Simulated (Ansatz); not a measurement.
One change: `FCSS` becomes `FC[S][AlH][F]`.

Ansatz, PBE0-D4/def2-TZVP geometries, multiplicity 1. Each molecule was computed in one conformer, which needn't be the lowest. `FC[S][AlH][F]` holds a close contact that its SMILES doesn't draw: Al···F 1.96 Å.

```tsv
property	`FCSS`
HOMO–LUMO gap (PBE0/def2-TZVPP) / eV	6.65
size of the dipole moment (PBE/def2-TZVPP) / D	0.71
LUMO energy (PBE0/def2-TZVPP) / eV	-0.85
HOMO energy (PBE0/def2-TZVPP) / eV	-7.51
HOMO–LUMO gap (B3LYP/def2-TZVPP) / eV	6.18
LUMO energy (ωB97M-V/def2-TZVPP) / eV	1.24
```

Question: Give the same properties after the change, and the shifts. (Estimate.)

Answer: The calculation gave: 
```csv
property,`FC[S][AlH][F]`,shift
HOMO–LUMO gap (PBE0/def2-TZVPP) / eV,6.63,-0.02
size of the dipole moment (PBE/def2-TZVPP) / D,3.07,2.36
LUMO energy (PBE0/def2-TZVPP) / eV,-0.76,0.09
HOMO energy (PBE0/def2-TZVPP) / eV,-7.39,0.12
HOMO–LUMO gap (B3LYP/def2-TZVPP) / eV,6.14,-0.04
LUMO energy (ωB97M-V/def2-TZVPP) / eV,1.03,-0.21
```

The zero-point energy changes by 1.5 kJ/mol with +3 modes. Dipoles are sizes alone; their direction can turn.

B3LYP here is the variant with VWN-RPA as its local correlation; programs differ in this.
